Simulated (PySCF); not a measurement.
SnHBr3.
Bonds: Sn1–Br3, Sn1–Br4, Sn1–Br5. Hydrogens: H2 on Sn1.

Computed by this run: PBE0-D3(BJ)/def2-SVP geometry optimisation, gas phase, def2 core potentials past Kr (PySCF 2.14.0); density fitting, grid level 1; the optimiser is geomeTRIC in internal coordinates, started from a GFN2-xTB structure with every atom displaced at random (about 0.03 Å).

Step 0: E = -215940.8011 eV
```
atom  x, y, z in Å  |  force x, y, z in eV/Å
Sn1     0.0633   -0.0779    0.1855   -1.487   0.598   0.430
H2     -0.0113   -0.0296    1.9462    0.089  -0.101  -0.738
Br3     2.2919    0.0037   -0.7449    0.668  -0.111  -0.140
Br4    -1.0849    2.0467   -0.6977    0.382  -0.807   0.281
Br5    -1.1842   -2.0534   -0.7513    0.349   0.421   0.166
```

Q: Estimate the geometry and energy of step 1. (The exact step hangs on the optimiser's Hessian estimate; all steps are aligned on step 0, rigid shifts and turns removed.)

A: E = -215940.9093 eV, largest force 0.395 eV/Å
```
atom  x, y, z in Å  |  force x, y, z in eV/Å
Sn1     0.0220   -0.0426    0.1894    0.257   0.062  -0.206
H2     -0.0153   -0.0345    1.8676    0.063  -0.049   0.387
Br3     2.3215   -0.0178   -0.7350   -0.119  -0.062   0.150
Br4    -1.0886    1.9692   -0.6619   -0.149   0.267  -0.181
Br5    -1.1647   -1.9848   -0.7222   -0.052  -0.217  -0.150
```

The energy changes by -0.1081 eV. The first-order estimate −F·Δx gives -0.2748 eV and the mean of the old and new forces, exact on a quadratic surface, -0.0938 eV. The step makes an angle of 37° with the force vector and moves no atom by more than 0.085 Å.

What follows is the cost of the whole optimisation. On Arm Neoverse N1, one thread, shared host, this took 2.5 min and 0.59 GiB of memory at its peak.
